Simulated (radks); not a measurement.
Spherical quantum dot in the effective-mass picture: electrons in a parabolic well V = omega^2 r^2 / 2 with omega = 2.89, all in effective atomic units (hartree* = m*/eps^2 hartree, bohr* = eps/m* bohr), one dielectric constant everywhere. Calculated with a radial shooting solver with Libxc functionals: non-relativistic Kohn-Sham, PBEsol, spin-polarised, spherical densities. Levels are named by radial order and angular momentum (1s, 1p, 1d, 2s, ...), and open shells are averaged over m.

N = 24, configuration 1s2 1p6 1d10 2s2 1f(up 4, down 0). This is the lowest configuration that the search found. Occupied and some empty levels:

| level | occupation | eigenvalue (hartree*) | <r> (bohr*) |
|---|---|---|---|
| 1s up | 1 | 23.428 | 0.8906 |
| 1s down | 1 | 23.470 | 0.8820 |
| 1p up | 3 | 25.049 | 1.135 |
| 1p down | 3 | 25.122 | 1.128 |
| 1d up | 5 | 26.821 | 1.311 |
| 1d down | 5 | 26.914 | 1.307 |
| 2s up | 1 | 27.087 | 1.164 |
| 2s down | 1 | 27.159 | 1.167 |
| 1f up | 4 | 28.729 | 1.452 |
| 1f down | 0 | 28.834 | 1.451 |
| 2p up | 0 | 29.148 | 1.313 |
| 2p down | 0 | 29.218 | 1.316 |
| 1g up | 0 | 30.759 | 1.572 |
| 1g down | 0 | 30.867 | 1.573 |
| 2d up | 0 | 31.288 | 1.452 |
| 2d down | 0 | 31.357 | 1.455 |

Energy (hartree*): total 433.571, kinetic 75.328, external 169.96, Hartree 207.69, exchange-correlation -19.408.

Electron density:

| r (bohr*) | n(r) (e/bohr*^3) |
|---|---|
| 0.117 | 2.055 |
| 0.248 | 1.895 |
| 0.379 | 1.696 |
| 0.510 | 1.535 |
| 0.641 | 1.461 |
| 0.772 | 1.466 |
| 0.903 | 1.496 |
| 1.03 | 1.482 |
| 1.17 | 1.375 |
| 1.30 | 1.166 |
| 1.43 | 0.8955 |
| 1.56 | 0.6139 |
| 1.69 | 0.3741 |
| 1.82 | 0.2019 |
| 1.95 | 0.09647 |
| 2.08 | 0.04088 |
| 2.21 | 0.01540 |
| 2.34 | 0.005150 |
| 2.47 | 0.001527 |
| 2.60 | 0.0004067 |
